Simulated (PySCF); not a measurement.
# ¹⁹F chemical shifts

[PySCF 2.14: PBE0/pcSseg-1 with gauge-including orbitals; GFN2-xTB geometry; isolated molecule; one conformer; non-relativistic; equivalent nuclei averaged]

Shieldings were converted by a linear fit to measured shifts: ¹⁹F: δ = 146.13 − 0.903σ +14.6 on sp3 carbon (rms 6.0 ppm, 223 shifts, 7.0 ppm with the 5 outliers that the fit left out vs CFCl3, solution or neat liquid). A few per cent of atoms miss by over 2 rms, more outside the fitted compound classes.

Task: Give the ¹⁹F shifts of `C=C1[SiH2][C@H]1C(F)=C(F)F`, `C=C[C@@H]1C(=C)C[C@H]1F`, `C=C[C@@H]1C(=C)C[C@H]1F`, `C=C(C)[C@@H]1[C@H]2[C@@H](F)[C@@H]12`, `C=C(C)[C@@H]1[C@H]2[C@@H](F)[C@@H]12`.

Result: 
| compound | environment | δ (ppm) |
| --- | --- | --- |
| [CH2:1]=[C:2]1[SiH2:3][C@H:4]1[C:5]([F:6])=[C:7]([F:8])[F:9] | F8: vinylic fluorine | -104.2 |
| [CH2:1]=[C:2]1[SiH2:3][C@H:4]1[C:5]([F:6])=[C:7]([F:8])[F:9] | F9: vinylic fluorine | -130.8 |
| [CH2:1]=[C:2]1[SiH2:3][C@H:4]1[C:5]([F:6])=[C:7]([F:8])[F:9] | F6: vinylic fluorine | -182.8 |
| C=C[C@@H]1C(=C)C[C@H]1F | fluorine on an sp3 carbon | -169.3 |
| C=C[C@@H]1C(=C)C[C@H]1F | fluorine on an sp3 carbon | -169.3 |
| C=C(C)[C@@H]1[C@H]2[C@@H](F)[C@@H]12 | fluorine on an sp3 carbon | -214.6 |
| C=C(C)[C@@H]1[C@H]2[C@@H](F)[C@@H]12 | fluorine on an sp3 carbon | -214.6 |

Task: Match the shifts -65.0, -167.7, -191.4, -214.7 ppm to `N#C[SiH2]/C=C(\F)[SiH3]`, `C#C[C@@H]1CC[C@H]1CF`, `F[C@H]1C=Cc2ccccc2C1`, `CC1=CC[C@H](F)C=C1`.

Result: -65.0: N#C[SiH2]/C=C(\F)[SiH3] (vinylic fluorine); -167.7: F[C@H]1C=Cc2ccccc2C1 (fluorine on an sp3 carbon); -191.4: CC1=CC[C@H](F)C=C1 (fluorine on an sp3 carbon); -214.7: C#C[C@@H]1CC[C@H]1CF (fluorine on an sp3 carbon).
